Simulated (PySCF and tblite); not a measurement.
## Conformer ensemble of C₅H₇BrFN, numbered as in [H]/[N:3]=[C:2](\[CH3:1])[CH2:4]/[C:5]([F:6])=[CH:7]/[Br:8]

Conformers came from 90 starts (ETKDG and KDG, MMFF94s, GFN2-xTB); geometries are GFN2-xTB. Free energies are PBE0-D3(BJ)/pcSseg-1 (IEF-PCM, benzene) single points with GFN2-xTB rigid-rotor and vibrational terms (modes under about 100 cm⁻¹ blended into free rotors). Symmetry numbers and mirror images are counted. Conformers within 3 kcal/mol (GFN2-xTB free energy) were kept, 4 at most. GIAO shieldings: PBE0/pcSseg-1 (IEF-PCM, benzene). Couplings: B3LYP/6-31G* with pcJ-1 on H, F (gas phase; spin-dipole term only for pairs with B, N, F, Si or P). Couplings are for ¹⁹F, ¹H. H–H couplings come out 0.1 to 0.9 Hz lower than with pcJ-1 on all atoms. Shifts are against TMS (¹H), TMS (¹³C), CFCl3 (¹⁹F), NH3 (¹⁵N) at the same level. Codes: tblite and PySCF.

Torsions listed: N3–C2–C4–C5, C2–C4–C5–F6. Of a mirror pair one member is shown.

| conformer | shape | symmetry | E(GFN2) kcal/mol | E(DFT) kcal/mol | G(298.15 K) kcal/mol | weight % | dipole D |
| --- | --- | --- | --- | --- | --- | --- | --- |
| 1 | -129°, 66° | C1 (pair) | 0.90 | 0.00 | 0.00 | 79.1 | 3.37 |
| 2 | 99°, 87° | C1 (pair) | 0.00 | 0.61 | 0.79 | 20.9 | 2.92 |

Weights (%) against temperature:

| T (K) | 1 | 2 | S(mix) cal/mol/K |
| --- | --- | --- | --- |
| 200 | 87.6 | 12.4 | 2.12 |
| 250 | 82.9 | 17.1 | 2.29 |
| 298.15 | 79.1 | 20.9 | 2.40 |
| 350 | 75.9 | 24.1 | 2.48 |
| 400 | 73.3 | 26.7 | 2.53 |

Averaged shifts at 298.15 K. ¹H: 5.67 (H7, 1H), 3.35 (H4, 2H), 2.07 (H1, 3H) ppm. ¹³C: 180.2 (C2), 174.3 (C5), 107.3 (C7), 50.6 (C4), 29.5 (C1) ppm. ¹⁹F: -93.6 (F6) ppm. ¹⁵N: 351.7 (N3) ppm.

Averaged couplings (Hz): ³J(H4,F6) 21.2, ³J(F6,H7) 22.1, ²J(H1,H1) -15.7, ²J(H4,H4) -14.8. Computed couplings to fluorine can be off by tens of per cent at such levels.

Coordinates of conformer 1 (Å):

```xyz
15

C     1.417    0.668    0.534
C     1.086   -0.366   -0.502
N     1.815   -0.758   -1.445
C    -0.284   -1.005   -0.382
C    -1.367    0.017   -0.277
F    -1.527    0.752   -1.391
C    -2.122    0.243    0.789
Br   -3.464    1.573    0.853
H     2.464    0.957    0.475
H     1.204    0.289    1.532
H     0.804    1.554    0.374
H     2.735   -0.326   -1.501
H    -0.441   -1.613   -1.275
H    -0.304   -1.648    0.499
H    -2.019   -0.329    1.694
```

Coordinates of conformer 2 (Å):

```xyz
15

C    -1.833    0.341    0.583
C    -0.914   -0.110   -0.512
N    -0.964    0.196   -1.728
C     0.220   -1.022   -0.082
C     1.312   -0.191    0.514
F     1.157    0.055    1.831
C     2.336    0.319   -0.153
Br    3.661    1.402    0.639
H    -2.536    1.089    0.224
H    -1.259    0.757    1.410
H    -2.392   -0.513    0.965
H    -1.720    0.823   -1.993
H    -0.132   -1.733    0.667
H     0.596   -1.547   -0.958
H     2.464    0.143   -1.206
```

Spin–orbit effects of the heavy atoms on shieldings are missing. H on N, O and S are left out: they exchange, and hydrogen bonds move them by several ppm. At a carbon that bears Br the missing effect is some 10 ppm, beside I tens of ppm. Unscaled ¹⁹F and ¹⁵N shifts at such levels can be off by tens of ppm; differences between conformers or isomers are more reliable. Shifts are unscaled: against experiment ¹³C can be off by 15 ppm or more and ¹H by 0.8 ppm.

Search and properties took 2.3 min on 1 thread of AMD EPYC 7B13 (shared host) (rough), launched as `OMP_NUM_THREADS=1 python ens_run.py task.json out`.


¹⁵N shifts are against a computed isolated NH3 molecule, about 20 ppm from the liquid.